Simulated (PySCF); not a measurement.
C2H3F3, SMILES FC(F)(C)F. Atoms are numbered in the order given.

```xyz
8

C      0.0000     0.0000     1.4742
C      0.0000     0.0000    -0.0305
F     -1.0836    -0.6256    -0.5253
F      1.0836    -0.6256    -0.5253
F      0.0000     1.2512    -0.5253
H     -0.8966     0.5177     1.8406
H      0.8966     0.5177     1.8406
H      0.0000    -1.0353     1.8406
```
Charge 0, spin multiplicity 1.

Coordinates come from a B3LYP-D3(BJ)/def2-SVP optimisation.

Level of theory: HF/def2-TZVP run with PySCF.

ESP charges are fitted to the potential on shells at 1.4 to 2.0 van der Waals radii. Atomic charges (e):

| atom | meta-Löwdin | ESP fit |
|---|---|---|
| C1 | -0.32 | -0.67 |
| C2 | 0.93 | 0.84 |
| F3 | -0.33 | -0.26 |
| F4 | -0.33 | -0.26 |
| F5 | -0.33 | -0.26 |
| H6 | 0.12 | 0.20 |
| H7 | 0.12 | 0.20 |
| H8 | 0.12 | 0.20 |

Computed Mayer and Wiberg (Löwdin basis) orders of the bonds:
```
bond   Mayer  Wiberg
-----  -----  ------
C1–C2   1.03    1.25
C2–F3   1.03    1.69
C2–F4   1.03    1.69
C2–F5   1.03    1.69
C1–H6   0.97    0.90
C1–H7   0.97    0.90
C1–H8   0.97    0.90
```
